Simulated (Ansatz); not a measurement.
Species: BeCl$_{2}$, charge 0, singlet. BeCl2 (SMILES [Be]([Cl])[Cl]).
B3LYP-D3(BJ)/def2-TZVP minimum from Ansatz (an electronic-structure program):
```xyz
3

Be     0.0000     0.0000     0.0000
Cl     0.0000     0.0000    -1.8041
Cl     0.0000     0.0000     1.8041
```

Total energies in hartree (Ansatz). UHF or UKS for unpaired electrons; spin-orbit terms are left out. Correlated methods leave the cores frozen. No relativity. Where a partner has so few electrons that a lower coupled-cluster level is exact, that level stands in. The restricted determinant of Be ([Be], singlet) is unstable towards broken spin symmetry in at least one set run.

```tsv
species	HF/def2-TZVPP	CCSD(T)/def2-TZVPP	HF/def2-QZVPP	CCSD(T)/def2-QZVPP	CCSDT(Q)/def2-TZVPP
1: BeCl2 (SMILES [Cl][Be][Cl])	-933.81743	-934.27819	-933.84869	-934.35789	-934.27995
2: Be (singlet)	-14.57258	-14.61767	-14.57300	-14.61856	-14.61767
3: Cl (doublet)	-459.47685	-459.66464	-459.48954	-459.69535	-459.66548
```

Question: Work out the atomisation energy (electronic, to ground-state atoms) in kcal/mol: take Hartree-Fock from def2-QZVPP, extrapolate the CCSD(T) correlation energy as X^-3 (X = 3, 4), and add CCSDT(Q) - CCSD(T) in def2-TZVPP. 1 hartree = 627.51 kcal/mol.

Answer: 
Species 1: correlation (64·(-0.50920) - 27·(-0.46076))/37 = -0.54455; step -0.00176; E1 = -933.84869 + (-0.54455) + (-0.00176) = -934.39500
Species 2: correlation (64·(-0.04556) - 27·(-0.04509))/37 = -0.04590; step +0.00000; E2 = -14.57300 + (-0.04590) + (+0.00000) = -14.61890
Species 3: correlation (64·(-0.20581) - 27·(-0.18779))/37 = -0.21896; step -0.00084; E3 = -459.48954 + (-0.21896) + (-0.00084) = -459.70934
-1·E1 +1·E2 +2·E3 = 0.35742 hartree = 224.3 kcal/mol.
